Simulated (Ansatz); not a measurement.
A short molecular-dynamics run on `CBS[SiH3]`.

```yaml
crystal:
  periodic: [false, false, false]
  atoms:
    - {symbol: C, position_ang: [-1.043535, 1.952693, 0.081441]}
    - {symbol: B, position_ang: [-0.433241, 0.533052, -0.103888]}
    - {symbol: S, position_ang: [0.993697, 0.018431, 0.851399]}
    - {symbol: Si, position_ang: [1.233316, -1.968838, 0.070203]}
    - {symbol: H, position_ang: [-1.046134, 2.477216, -0.881604]}
    - {symbol: H, position_ang: [-0.539935, 2.579226, 0.819119]}
    - {symbol: H, position_ang: [-2.100018, 1.861636, 0.361021]}
    - {symbol: H, position_ang: [-0.906841, -0.240545, -0.888890]}
    - {symbol: H, position_ang: [0.018064, -2.776785, 0.334966]}
    - {symbol: H, position_ang: [2.397039, -2.571798, 0.766252]}
    - {symbol: H, position_ang: [1.492985, -1.921287, -1.389317]}
basis:
  gaussian: {orbitals: "6-31G*"}
hamiltonian: {xc: {name: PBE}}
md: {timestep: 2 fs, n_steps: 20, ensemble: nvt_langevin, temperature: 700, initial_velocities: maxwell_boltzmann, friction: 0.01, seed: 382}
```

```sh
$ ansatz run in.yaml --threads 2 --pin off --events-out ev --progress --plain --max-ram 4352MiB
```

| step | time (fs) | potential energy (eV) | kinetic (eV) | T (K) | conserved (eV) |
| --- | --- | --- | --- | --- | --- |
| 0 | 0.0 | -20528.7948 | 0.9048 | 636 | – |
| 1 | 2.0 | -20528.6209 | 0.8081 | 568 | – |
| 2 | 4.0 | -20528.4941 | 0.6473 | 455 | – |
| 3 | 6.0 | -20528.4904 | 0.6318 | 444 | – |
| 4 | 8.0 | -20528.4134 | 0.5748 | 404 | – |
| 5 | 10.0 | -20528.4614 | 0.6089 | 428 | – |
| 6 | 12.0 | -20528.4606 | 0.5393 | 379 | – |
| 7 | 14.0 | -20528.4023 | 0.4848 | 341 | – |
| 8 | 16.0 | -20528.4993 | 0.5613 | 395 | – |
| 9 | 18.0 | -20528.4183 | 0.4716 | 332 | – |
| 10 | 20.0 | -20528.3897 | 0.3744 | 263 | – |
| 11 | 22.0 | -20528.5111 | 0.4717 | 332 | – |
| 12 | 24.0 | -20528.4932 | 0.4002 | 281 | – |
| 13 | 26.0 | -20528.5043 | 0.4500 | 316 | – |
| 14 | 28.0 | -20528.5259 | 0.4342 | 305 | – |
| 15 | 30.0 | -20528.4791 | 0.4787 | 337 | – |
| 16 | 32.0 | -20528.4954 | 0.5197 | 366 | – |
| 17 | 34.0 | -20528.3233 | 0.3652 | 257 | – |
| 18 | 36.0 | -20528.3729 | 0.4511 | 317 | – |
| 19 | 38.0 | -20528.5049 | 0.5519 | 388 | – |
| 20 | 40.0 | -20528.2914 | 0.4282 | 301 | – |

Velocities are drawn at the set temperature; a run this short doesn't reach equilibrium.

Frames (Å, forces in eV/Å):

```xyz
11
time=0.0 fs
C    -1.044    1.953    0.081    0.060   -0.094    0.006
B    -0.433    0.533   -0.104   -0.101    0.020   -0.078
S     0.994    0.018    0.851    0.265    0.212    0.331
Si    1.233   -1.969    0.070    0.018   -0.066   -0.018
H    -1.046    2.477   -0.882   -0.007    0.179   -0.302
H    -0.540    2.579    0.819    0.154    0.233    0.245
H    -2.100    1.862    0.361   -0.340   -0.015    0.089
H    -0.907   -0.241   -0.889   -0.106   -0.149   -0.163
H     0.018   -2.777    0.335   -0.199   -0.171    0.038
H     2.397   -2.572    0.766    0.202   -0.125    0.111
H     1.493   -1.921   -1.389    0.054   -0.024   -0.258
11
time=2.0 fs
C    -1.047    1.932    0.069   -1.789   -0.343    0.921
B    -0.434    0.515   -0.112    0.159    1.261    0.806
S     0.987    0.030    0.851    0.390   -0.023    0.248
Si    1.247   -1.971    0.079    0.478   -0.420    0.231
H    -1.080    2.480   -0.854    0.243    0.527   -1.031
H    -0.603    2.551    0.837    0.362    0.443    0.431
H    -2.175    1.872    0.314    1.205   -0.214   -0.129
H    -0.938   -0.166   -0.876   -0.569   -1.373   -1.187
H    -0.046   -2.716    0.324    0.330   -0.055   -0.080
H     2.461   -2.595    0.803   -0.685    0.218   -0.239
H     1.596   -1.942   -1.381   -0.125   -0.019    0.030
11
time=4.0 fs
C    -1.058    1.908    0.061   -1.988    0.770    0.869
B    -0.436    0.500   -0.120   -0.245    1.091    0.368
S     0.981    0.041    0.854    0.474   -0.225    0.138
Si    1.260   -1.972    0.087    0.656   -0.558    0.236
H    -1.102    2.512   -0.854    0.443    0.063   -0.418
H    -0.649    2.534    0.873    0.116    0.048   -0.076
H    -2.209    1.858    0.262    1.483   -0.345   -0.045
H    -0.994   -0.150   -0.898   -0.208   -1.234   -0.839
H    -0.095   -2.661    0.302    0.732   -0.017   -0.135
H     2.503   -2.615    0.836   -1.171    0.401   -0.407
H     1.684   -1.960   -1.373   -0.292    0.006    0.308
11
time=6.0 fs
C    -1.076    1.887    0.058   -0.976    1.644   -0.014
B    -0.439    0.491   -0.126   -1.129    0.032   -0.901
S     0.976    0.051    0.858    0.517   -0.378    0.019
Si    1.273   -1.972    0.093    0.614   -0.378    0.045
H    -1.099    2.545   -0.865    0.496   -0.591    0.412
H    -0.694    2.506    0.894    0.099   -0.041   -0.169
H    -2.184    1.821    0.215    0.331   -0.380    0.157
H    -1.065   -0.192   -0.949    0.799   -0.204    0.441
H    -0.117   -2.605    0.263    0.801   -0.118   -0.109
H     2.497   -2.620    0.856   -1.154    0.362   -0.325
H     1.758   -1.979   -1.361   -0.397    0.053    0.443
11
time=8.0 fs
C    -1.097    1.873    0.057    1.432    1.703   -0.831
B    -0.445    0.481   -0.132   -1.360   -0.425   -1.322
S     0.971    0.061    0.862    0.491   -0.516   -0.139
Si    1.287   -1.973    0.097    0.443    0.265   -0.327
H    -1.066    2.556   -0.860    0.326   -0.793    0.609
H    -0.739    2.480    0.898    0.217    0.080    0.145
H    -2.133    1.766    0.174   -2.191   -0.427    0.381
H    -1.103   -0.244   -0.982    1.261    0.368    1.037
H    -0.096   -2.551    0.214    0.366   -0.397   -0.015
H     2.448   -2.605    0.856   -0.588    0.027    0.091
H     1.811   -2.000   -1.340   -0.396    0.115    0.373
11
time=10.0 fs
C    -1.111    1.866    0.054    1.104    1.067   -0.578
B    -0.457    0.471   -0.143   -0.855   -0.313   -0.860
S     0.969    0.071    0.868    0.366   -0.635   -0.337
Si    1.303   -1.975    0.103   -0.125    1.301   -0.889
H    -1.017    2.547   -0.838    0.031   -0.537    0.241
H    -0.778    2.467    0.908    0.170    0.002    0.269
H    -2.154    1.695    0.145   -1.698   -0.115    0.189
H    -1.082   -0.279   -0.972    1.080    0.400    0.884
H    -0.055   -2.514    0.170   -0.348   -0.709    0.063
H     2.375   -2.586    0.844    0.561   -0.634    0.931
H     1.846   -2.020   -1.307   -0.285    0.173    0.088
11
time=12.0 fs
C    -1.121    1.866    0.047   -1.198   -0.299    0.603
B    -0.472    0.462   -0.156    0.118    0.329    0.260
S     0.966    0.080    0.874    0.205   -0.716   -0.507
Si    1.316   -1.973    0.108   -0.720    1.913   -1.118
H    -0.968    2.517   -0.812   -0.157    0.192   -0.658
H    -0.806    2.467    0.924   -0.066   -0.318    0.001
H    -2.237    1.620    0.114    0.905    0.682   -0.056
H    -1.013   -0.295   -0.937    0.396   -0.124    0.097
H    -0.029   -2.508    0.132   -0.659   -0.783    0.070
H     2.317   -2.592    0.860    1.306   -1.087    1.515
H     1.876   -2.036   -1.276   -0.130    0.211   -0.206
11
time=14.0 fs
C    -1.134    1.866    0.038   -1.749   -0.965    1.187
B    -0.482    0.459   -0.167    1.140    1.291    1.551
S     0.964    0.086    0.879    0.117   -0.741   -0.568
Si    1.325   -1.968    0.111   -0.419    1.314   -0.275
H    -0.918    2.500   -0.807   -0.318    0.485   -0.961
H    -0.828    2.465    0.942   -0.317   -0.647   -0.424
H    -2.281    1.555    0.076    1.756    1.233   -0.107
H    -0.923   -0.311   -0.898   -0.439   -1.009   -0.993
H    -0.025   -2.532    0.093   -0.415   -0.592    0.079
H     2.307   -2.630    0.927    0.593   -0.602    0.917
H     1.893   -2.053   -1.254    0.050    0.232   -0.405
11
time=16.0 fs
C    -1.153    1.862    0.032   -0.604   -0.595   -0.130
B    -0.488    0.462   -0.170    1.451    1.087    1.602
S     0.963    0.090    0.880    0.131   -0.698   -0.500
Si    1.332   -1.961    0.114   -0.212    0.182    0.613
H    -0.876    2.506   -0.836   -0.655   -0.171    0.024
H    -0.862    2.433    0.942   -0.260   -0.408   -0.200
H    -2.246    1.527    0.033    0.725    1.229   -0.091
H    -0.845   -0.363   -0.887   -0.615   -0.852   -1.048
H    -0.043   -2.574    0.052    0.285   -0.184    0.137
H     2.325   -2.679    1.012   -0.386    0.151   -0.038
H     1.909   -2.068   -1.245    0.140    0.259   -0.369
11
time=18.0 fs
C    -1.173    1.856    0.024    1.948   -0.045   -1.594
B    -0.491    0.468   -0.168    1.235   -0.385    0.557
S     0.961    0.093    0.883    0.161   -0.636   -0.421
Si    1.339   -1.953    0.117   -0.346   -0.679    0.808
H    -0.863    2.504   -0.864   -0.718   -0.531    0.700
H    -0.906    2.383    0.927    0.045    0.277    0.637
H    -2.180    1.554   -0.021   -2.175    0.416   -0.142
H    -0.795   -0.445   -0.909   -0.339    0.458   -0.107
H    -0.063   -2.629    0.024    0.925    0.248    0.190
H     2.322   -2.711    1.088   -0.798    0.571   -0.589
H     1.939   -2.083   -1.250    0.062    0.306   -0.038
11
time=20.0 fs
C    -1.183    1.847    0.013    1.580   -0.030   -1.469
B    -0.494    0.474   -0.165    1.062   -1.568   -0.140
S     0.958    0.094    0.888    0.146   -0.579   -0.398
Si    1.344   -1.948    0.119   -0.374   -1.020    0.710
H    -0.874    2.489   -0.869   -0.412   -0.309    0.636
H    -0.946    2.349    0.938    0.055    0.412    0.575
H    -2.200    1.595   -0.087   -2.100    0.256   -0.092
H    -0.772   -0.504   -0.930   -0.184    1.338    0.487
H    -0.047   -2.678    0.019    1.024    0.467    0.153
H     2.280   -2.724    1.136   -0.731    0.682   -0.721
H     1.981   -2.093   -1.250   -0.065    0.350    0.257
11
time=22.0 fs
C    -1.185    1.836   -0.001   -1.454   -0.014   -0.099
B    -0.495    0.479   -0.166    1.000   -2.053   -0.231
S     0.955    0.092    0.892    0.087   -0.514   -0.411
Si    1.348   -1.945    0.121   -0.035   -0.834    0.478
H    -0.895    2.470   -0.858    0.038    0.258    0.097
H    -0.983    2.334    0.978   -0.149   -0.052   -0.587
H    -2.294    1.636   -0.154    0.766    0.491    0.330
H    -0.765   -0.508   -0.930   -0.160    1.387    0.488
H     0.017   -2.709    0.028    0.505    0.374    0.032
H     2.217   -2.718    1.155   -0.405    0.576   -0.534
H     2.034   -2.098   -1.239   -0.194    0.380    0.437
11
time=24.0 fs
C    -1.189    1.823   -0.014   -2.883    0.430    0.606
B    -0.495    0.479   -0.169    1.058   -1.571    0.239
S     0.954    0.089    0.896   -0.025   -0.471   -0.466
Si    1.350   -1.945    0.122    0.538   -0.099    0.176
H    -0.915    2.464   -0.854    0.344    0.544   -0.195
H    -1.026    2.327    0.992   -0.110   -0.246   -1.099
H    -2.359    1.690   -0.202    1.967    0.226    0.560
H    -0.768   -0.453   -0.913   -0.267    0.586   -0.067
H     0.101   -2.728    0.041   -0.451   -0.021   -0.142
H     2.152   -2.692    1.161    0.098    0.268   -0.098
H     2.083   -2.083   -1.220   -0.271    0.352    0.485
11
time=26.0 fs
C    -1.201    1.816   -0.023   -2.503    0.839    0.063
B    -0.493    0.472   -0.169    1.063   -0.195    1.019
S     0.952    0.086    0.901   -0.152   -0.466   -0.539
Si    1.351   -1.943    0.122    0.766    0.596    0.127
H    -0.927    2.482   -0.860    0.456    0.258    0.109
H    -1.078    2.318    0.970    0.134   -0.013   -0.638
H    -2.350    1.755   -0.231    1.480   -0.240    0.491
H    -0.786   -0.380   -0.902   -0.461   -0.659   -0.934
H     0.163   -2.755    0.053   -1.151   -0.350   -0.308
H     2.091   -2.661    1.174    0.565   -0.031    0.317
H     2.116   -2.044   -1.189   -0.196    0.261    0.294
11
time=28.0 fs
C    -1.223    1.814   -0.034   -0.047    0.722   -0.295
B    -0.487    0.461   -0.163    0.579    0.610    0.960
S     0.949    0.084    0.905   -0.234   -0.475   -0.552
Si    1.353   -1.939    0.122    0.307    0.439    0.600
H    -0.925    2.507   -0.852    0.580    0.014    0.252
H    -1.124    2.306    0.934    0.375    0.395    0.260
H    -2.283    1.815   -0.245   -0.961   -0.665   -0.016
H    -0.819   -0.334   -0.927   -0.356   -1.014   -1.032
H     0.184   -2.804    0.058   -0.940   -0.140   -0.378
H     2.052   -2.640    1.214    0.667   -0.042    0.283
H     2.131   -1.996   -1.150    0.030    0.156   -0.081
11
time=30.0 fs
C    -1.245    1.812   -0.047    2.110    0.541    0.077
B    -0.477    0.450   -0.152   -0.444    0.330   -0.322
S     0.947    0.080    0.906   -0.217   -0.467   -0.407
Si    1.354   -1.936    0.126   -0.483   -0.284    1.127
H    -0.895    2.525   -0.829    0.538   -0.143    0.160
H    -1.146    2.311    0.908    0.377    0.444    0.630
H    -2.258    1.851   -0.262   -2.708   -0.738   -0.498
H    -0.851   -0.320   -0.999    0.196   -0.283   -0.008
H     0.164   -2.862    0.045   -0.120    0.463   -0.336
H     2.039   -2.619    1.264    0.518    0.085   -0.047
H     2.138   -1.936   -1.119    0.233    0.051   -0.376
11
time=32.0 fs
C    -1.261    1.811   -0.061    0.411    1.111    0.723
B    -0.470    0.440   -0.141   -1.273    0.173   -1.497
S     0.944    0.077    0.902   -0.153   -0.423   -0.160
Si    1.354   -1.934    0.133   -0.856   -0.760    1.104
H    -0.835    2.537   -0.803    0.163   -0.386    0.123
H    -1.156    2.349    0.918    0.070   -0.287   -0.350
H    -2.336    1.863   -0.302   -0.058   -0.655   -0.055
H    -0.861   -0.312   -1.082    0.605    0.279    0.944
H     0.135   -2.901    0.020    0.513    0.890   -0.245
H     2.037   -2.591    1.308    0.384    0.125   -0.307
H     2.152   -1.868   -1.108    0.195   -0.067   -0.279
11
time=34.0 fs
C    -1.277    1.815   -0.070   -0.532    1.411    0.913
B    -0.472    0.431   -0.133   -1.598    0.407   -1.978
S     0.939    0.073    0.898   -0.123   -0.359    0.066
Si    1.356   -1.934    0.140   -0.656   -0.700    0.547
H    -0.763    2.534   -0.787   -0.381   -0.653    0.233
H    -1.169    2.390    0.931   -0.202   -0.846   -1.070
H    -2.416    1.855   -0.351    1.880   -0.443    0.340
H    -0.838   -0.298   -1.134    0.635    0.403    1.308
H     0.138   -2.913   -0.013    0.643    0.949   -0.156
H     2.039   -2.552    1.333    0.369    0.026   -0.326
H     2.172   -1.810   -1.115   -0.035   -0.196    0.121
11
time=36.0 fs
C    -1.292    1.824   -0.074   -0.157    0.687    0.381
B    -0.477    0.427   -0.130   -1.520    0.813   -1.773
S     0.932    0.066    0.895   -0.115   -0.269    0.279
Si    1.356   -1.936    0.146   -0.120   -0.216    0.021
H    -0.698    2.503   -0.779   -0.740   -0.619    0.231
H    -1.187    2.392    0.907   -0.282   -0.630   -0.657
H    -2.426    1.837   -0.393    2.049   -0.194    0.394
H    -0.782   -0.281   -1.134    0.358    0.207    1.032
H     0.173   -2.900   -0.056    0.345    0.671   -0.092
H     2.058   -2.509    1.337    0.382   -0.135   -0.216
H     2.188   -1.758   -1.119   -0.200   -0.315    0.402
11
time=38.0 fs
C    -1.310    1.835   -0.078    1.347   -1.083   -0.572
B    -0.482    0.428   -0.134   -1.191    1.589   -0.684
S     0.923    0.059    0.891   -0.099   -0.161    0.489
Si    1.354   -1.940    0.151    0.634    0.438   -0.107
H    -0.666    2.446   -0.773   -0.628   -0.142   -0.066
H    -1.223    2.365    0.853   -0.126    0.355    0.970
H    -2.363    1.813   -0.420    0.348   -0.042   -0.113
H    -0.711   -0.258   -1.089   -0.129   -0.464   -0.070
H     0.212   -2.862   -0.108   -0.220    0.137   -0.069
H     2.094   -2.474    1.337    0.272   -0.245   -0.206
H     2.194   -1.722   -1.107   -0.207   -0.381    0.428
11
time=40.0 fs
C    -1.326    1.844   -0.083    3.372   -2.421   -0.095
B    -0.490    0.432   -0.141   -0.768    2.471    0.890
S     0.915    0.052    0.886   -0.126   -0.002    0.645
Si    1.352   -1.944    0.156    1.129    0.778    0.116
H    -0.669    2.384   -0.768    0.005    0.636   -0.591
H    -1.279    2.352    0.833   -0.004    0.900    1.779
H    -2.289    1.792   -0.453   -2.406   -0.120   -1.080
H    -0.648   -0.250   -1.033   -0.596   -1.356   -1.534
H     0.233   -2.825   -0.175   -0.617   -0.260   -0.034
H     2.130   -2.455    1.338    0.056   -0.283   -0.303
H     2.196   -1.713   -1.079   -0.044   -0.344    0.206
```

Hardware: 2 threads of an Arm Neoverse V1 on a shared host. Wall time 32 s, peak host memory 0.12 GiB.
